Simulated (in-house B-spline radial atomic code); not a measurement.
Values are calculated unless marked as measured or tabulated.
Extrapolating the RPA correlation energy in partial waves: Xe IV (Xe3+)

All-electron RPA on PBE orbitals from an all-electron radial atomic-structure program (B-spline basis), scalar-relativistic (spin-free one-electron X2C), finite nucleus, configuration [Kr] 4d10 5s2 5p3, highest spin. Spin-orbit coupling, left out, splits p levels strongly here. With empty states up to angular momentum L the sums are:

```csv
L,E_c(L) (hartree)
4,-3.431811
5,-3.722094
6,-3.864925
7,-3.941200
8,-3.982827
```

For large l each further wave adds A/(l + 1/2)⁴, because the basis must build the cusp where two electrons meet.

(1) Estimate the limit from L = 7 and L = 8.

(2) How good is the estimate?

## Answers

(1) Wave 8 adds -0.041627, against a sum of (l + 1/2)⁻⁴ of 1.91569e-04, so A = -217.3. The sum over l > 8 is ζ(4, 9.5) = 4.5445e-04, close to 1/(3 × 9³) = 4.5725e-04. The tail is -0.098751 and the limit -4.08158 hartree.

(2) A run to L = 11 sums to -4.03289 and extrapolates to -4.06684 hartree, 2.60 millihartree from the run before, so it has not settled and is itself too deep. The estimate differs from that by -14.74 millihartree, while the bare sum at L = 8 misses 84.0 millihartree (2.1 %).
